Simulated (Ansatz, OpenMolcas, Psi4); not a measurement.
# A ladder of methods for GeH2 (SMILES [GeH2])

GeH2 has 3 atoms, charge 0, and is taken as a singlet. As SMILES, `[GeH2]`. Geometry: relaxed at PBE0-D4/def2-TZVP.

```xyz
3

Ge   -0.5701    0.4051   -0.2637
H     0.7830    0.7436    0.5090
H    -0.2129   -1.1487   -0.2453
```

Each level gives the electronic atomisation energy (eV). The values are calculated. Electronic energies at fixed atoms, without zero-point motion or spin-orbit coupling.

```json
{"level": "HF/def2-TZVPPD", "kind": "Hartree–Fock", "program": "Psi4", "value (eV)": "4.24", "CPU time (all runs)": "6.9 s"}
{"level": "SVWN5/def2-TZVPPD", "kind": "LDA", "program": "Psi4", "value (eV)": "6.89", "CPU time (all runs)": "12 s"}
{"level": "PBE/def2-TZVPPD", "kind": "GGA", "program": "OpenMolcas", "value (eV)": "6.03", "CPU time (all runs)": "22 s"}
{"level": "M06-L/def2-TZVPPD", "kind": "meta-GGA", "program": "Psi4", "value (eV)": "6.24", "CPU time (all runs)": "31 s"}
{"level": "BHLYP/def2-TZVPPD", "kind": "global hybrid", "program": "Psi4", "value (eV)": "6.07", "CPU time (all runs)": "20 s"}
{"level": "wB97M-V/def2-TZVPPD", "kind": "range-separated hybrid", "program": "Psi4", "value (eV)": "6.16", "CPU time (all runs)": "53 s"}
{"level": "MP2/def2-TZVPPD", "kind": "perturbation theory", "program": "Psi4", "value (eV)": "5.80", "CPU time (all runs)": "8 s"}
{"level": "CCSD/def2-TZVPPD", "kind": "coupled cluster or CI", "program": "Psi4", "value (eV)": "6.07", "CPU time (all runs)": "23 s"}
{"level": "FCI/STO-3G", "kind": "exact in the basis", "program": "Ansatz", "value (eV)": "7.92", "CPU time (all runs)": "0.67 s"}
```

All-electron rows without a relativistic Hamiltonian named are non-relativistic. The values span 4.24 to 7.92 eV. High-level rows in very small sets aren't better than simpler rows in larger ones. In the correlated wave-function rows the outer d shell of Ge is correlated, in sets not made for it. In so small a basis fixed costs decide the times, and correlated methods can beat functionals. Times are those of the runs behind each value, whatever else they computed, on shared processors of several kinds: orders of magnitude only.
